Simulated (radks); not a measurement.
Q: All-electron atom: Kr XVI in [Ar] 3d3. Calculated with a radial shooting solver on a logarithmic mesh with Libxc functionals: scalar-relativistic Kohn-Sham, BLYP, spin-unpolarised, spherical densities, point nucleus. Some entries of the table are withheld. Estimate them.

orbital,occ.,eigenvalue (eV),<r> (bohr)
1s,2,(1),0.04149
2s,2,(2),0.1828
2p,6,-2145.348,0.1595
3s,2,(3),0.4891
3p,6,-620.9191,0.4852
3d,3,(4),0.4516
4s,0,(5),1.030
4p,0,(6),1.059

A: 
(1) 1s eigenvalue (eV): -14655.91
(2) 2s eigenvalue (eV): -2359.762
(3) 3s eigenvalue (eV): -690.2185
(4) 3d eigenvalue (eV): -513.1520
(5) 4s eigenvalue (eV): -313.3402
(6) 4p eigenvalue (eV): -288.4578
